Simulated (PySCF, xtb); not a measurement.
C3H2N3, SMILES [c]1ncncn1, multiplicity 2.

Harmonic wavenumbers (cm⁻¹) from GFN2-xTB run with xtb at its own minimum, in rising order: 231, 392, 549, 657, 675, 809, 869, 934, 1122, 1129, 1150, 1188, 1233, 1349, 1406, 1602, 3066, 3068.

Q: What does B3LYP-D3(BJ)/def2-SVP (PySCF) give at its own minimum? (An estimate is asked for; the answer gives what the named calculation found.)

A: 332, 393, 647, 712, 759, 964, 996, 1023, 1155, 1172, 1204, 1287, 1411, 1438, 1568, 1608, 3172, 3175. Paired by order, the mean absolute difference is 88 cm⁻¹ and the zero-point energies are 30.6 and 32.9 kcal/mol.
